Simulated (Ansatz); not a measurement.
C4H11Ge, doublet, geometry from GFN2-xTB; HF/STO-3G in Ansatz (a first-principles code).

Ansatz was given this input:
Ansatz 0.2 input:
```yaml
crystal:
  periodic: [false, false, false]
  atoms:
    - {symbol: C, position_ang: [-2.13541674, -0.82242625, 1.73381045]}
    - {symbol: C, position_ang: [-1.15626174, -0.73410498, 0.56162028]}
    - {symbol: C, position_ang: [-1.90863189, -0.52017889, -0.74634691]}
    - {symbol: C, position_ang: [-0.15536817, 0.38361761, 0.79191418]}
    - {symbol: Ge, position_ang: [1.31350398, 0.43652282, -0.60897067]}
    - {symbol: H, position_ang: [-2.83860807, -1.63850968, 1.58182763]}
    - {symbol: H, position_ang: [-2.69809050, 0.10465609, 1.82660931]}
    - {symbol: H, position_ang: [-1.60406683, -0.99680103, 2.66705419]}
    - {symbol: H, position_ang: [-0.60974982, -1.68334587, 0.49740934]}
    - {symbol: H, position_ang: [-2.44637658, 0.42595875, -0.72516022]}
    - {symbol: H, position_ang: [-1.20652226, -0.49966040, -1.58145739]}
    - {symbol: H, position_ang: [-2.62433031, -1.32129043, -0.91716601]}
    - {symbol: H, position_ang: [0.37901389, 0.23887154, 1.73334896]}
    - {symbol: H, position_ang: [-0.66223253, 1.34783656, 0.83822027]}
    - {symbol: H, position_ang: [2.48521998, 1.21584634, 0.08103298]}
    - {symbol: H, position_ang: [1.92768703, -1.00373722, -0.56064572]}
basis:
  gaussian:
    orbitals: STO-3G
hamiltonian:
  xc: hf
magnetization: {spin_polarized: true, initial_magnetization: 1}
```

Task: Write the output that Ansatz gives for this input, abridged.

Result: 
```
Functional definition: HF
624 factors; integrals over basis functions are off by at most 3.6e-5 eV
mean field evaluation 1: about -60074.6017 eV, gradient 1.0e1 eV
mean field evaluation 2: about -60074.8760 eV, gradient 1.0e1 eV
mean field evaluation 4: about -60076.0256 eV, gradient 8.4e-1 eV
mean field evaluation 8: about -60076.0424 eV, gradient 4.3e-4 eV
mean field -60076.04170082 eV, -2207.7538115016 hartree, gradient 3.2e-5 eV, S^2 0.751330; 0 other end points of the search recorded, 0 dependent functions left out
reference -60076.04170082 eV, -2207.7538115016 hartree; 34, 33 occupied and 15, 16 virtual orbitals, 624 factors
Total energy: -60076.04170082 eV, -2207.7538115016 hartree
```
